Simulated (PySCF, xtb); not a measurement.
1-fluorocyclopropane-1-carbaldehyde (C4H5FO), SMILES O=CC1(F)CC1.

GFN2-xTB run with xtb at its own geometry gives an orbital gap of 3.70 eV and a dipole moment of 1.92 D.

Geometry: B3LYP-D3(BJ)/def2-SVP. One conformer was computed; it need not be the lowest.

**Question.** What does PySCF with PBE/def2-TZVP give? (Estimate from the structure and the level; the computed values follow.)

**Answer.** gap 3.88 eV (levels -6.17 and -2.28 eV), dipole 1.70 D.
